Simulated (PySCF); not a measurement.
Structure problem from calculated spectra and properties.

Elements present: C, Cl, F, H and Si. Monoisotopic mass: 177.9837 u.

| Quantity | Value |
| --- | --- |
| NMR, other nuclei | isotropic shieldings of nuclei other than C and H, by class: 234 (1 F), 359 (1 Si), 440 (1 Si), 965 (1 Cl) ppm [GIAO PBE0/pcSseg-1] |
| 1H NMR | chemical shifts (computed TMS as zero) by class: 5.59 (1 H), 5.20 (1 H), 4.22 (3 H), 2.05 (1 H), 1.94 (1 H), 1.39 (1 H) ppm [GIAO PBE0/pcSseg-1] |
| 13C NMR | chemical shifts (computed TMS as zero) by class: 190.3 (1 C), 119.4 (1 C), 82.0 (1 C), 75.9 (1 C), 11.6 (1 C) ppm [GIAO PBE0/pcSseg-1] |
| Dipole | 1.47 D [PBE0/pcSseg-1] |
| Rotational structure | rotational constants A, B, C: 1.724, 0.449, 0.415 GHz [GFN2-xTB] |

The electronic properties come from PySCF, for the isolated species, density fitting. Levels stand in brackets. Isolated species at its GFN2-xTB geometry (one conformer only). NMR values are class means; diastereotopic atoms form classes of their own.

Question: Which formula fits the mass and the elements?

Answer: C5H8ClFSi2 (calculated 177.9837). No other formula that holds each of these elements comes within 0.0003 u with a fitting electron parity and a possible valence count.

Question: Give a SMILES that accounts for the data.

Answer: Numbering: `[CH:1]#[C:2][CH2:3][Si@@H:4]([Cl:5])/[C:6]([F:7])=[CH:8]/[SiH3:9]`. Its formula, C5H8ClFSi2, gives 3 degrees of unsaturation: 0 rings and 3 π bonds in the structure found. 5 carbons fall into 5 classes; from least to most shielded: vinylic C–F carbon [C6] (190.3 ppm), alkene CH carbon [C8] (119.4 ppm), alkyne carbon [C2] (82.0 ppm), terminal alkyne carbon [C1] (75.9 ppm), sp3 carbon bound to silicon [C3] (11.6 ppm). Hydrogen classes from least to most shielded: 1 H on an alkene CH carbon, C8 (5.59 ppm), 1 H on a chlorine-bound silicon, Si4 (5.20 ppm), 3 H on an SiH3 silicon, Si9 (4.22 ppm, a mean of values up to 0.5 ppm apart in this geometry), 1 H on an sp3 carbon bound to silicon, C3 (2.05 ppm), 1 H on an sp3 carbon bound to silicon, C3 (1.94 ppm), 1 H on a terminal alkyne carbon, C1 (1.39 ppm). The other shieldings belong to: 234 ppm, vinyl fluorine [F7]; 359 ppm, chlorine-bound silicon [Si4]; 440 ppm, SiH3 silicon [Si9]; 965 ppm, silicon-bound chlorine [Cl5]. The optimised geometry has point group C1 and is an asymmetric top. Structure: `Cl[Si@H](CC#C)/C(=C/[SiH3])F`. Computed isomers that give other values at the same levels: `C=C(CCl)[SiH2]C#C[SiH2]F` (13C chemical shifts (computed TMS as zero) by class: 150.8 (1 C), 136.2 (1 C), 117.6 (1 C), 116.7 (1 C), 57.0 (1 C) ppm); `C#C[Si@@]1(Cl)[SiH2]CC[C@@H]1F` (13C chemical shifts (computed TMS as zero) by class: 107.3 (1 C), 97.3 (1 C), 89.6 (1 C), 33.2 (1 C), 10.5 (1 C) ppm); `C#C[C@@]1(Cl)[SiH2][SiH2]C[C@H]1F` (13C chemical shifts (computed TMS as zero) by class: 103.2 (1 C), 87.9 (1 C), 86.3 (1 C), 57.4 (1 C), 18.6 (1 C) ppm). The assignments are read from this structure; whether some other isomer fits the data as well wasn't checked. The mirror image fits equally.

Conformer computed: `[CH:1]#[C:2][CH2:3][Si@@H:4]([Cl:5])/[C:6]([F:7])=[CH:8]/[SiH3:9]`: C2–C3–Si4–Cl5 62°, C3–Si4–C6–F7 125°.
